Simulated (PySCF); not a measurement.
CH4Si, charge -1, doublet, at a GFN2-xTB geometry (a state made from the parent by changing its charge; the spin is typed, not shown lowest) (in this run its highest filled SCF level lies above zero, so its values depend strongly on the basis, on diffuse functions most of all). Base run: PySCF with TPSS/STO-3G.

The PySCF input:
```python
from pyscf import gto, scf, dft

mol = gto.M(
    atom='''
C    -1.16054452   -0.04220617    0.36180095
Si    0.55785126    0.01846367   -0.21322761
H    -1.78689558    0.80547116    0.04122007
H    -1.69639970   -0.97487258    0.12381524
H     1.37811625   -1.09426282    0.37924634
H     1.25852856    1.25840994    0.27009922
''',
    basis='sto-3g',
    charge=-1,
    spin=1,
    verbose=4,
    symmetry=True,
)

mf = dft.UKS(mol)
mf.xc = 'tpss'
mf.kernel()
mf.analyze()
```

Each row names what was changed in the base input (with any setting that the change needs).

```csv
change,ΔE vs base (mEh),point group used,SCF cycles
base,0.000,Cs,10
"irrep_nelec = A':(9, 9) A":(4, 3)",281.0,Cs,14
"irrep_nelec = A':(11, 9) A":(2, 3)",537.0,Cs,11
symmetry = off,0.000,C1,10
```

Open shells are given as the SCF converged; they aren't shown to be the lowest states, and a large step between rows can be another state.
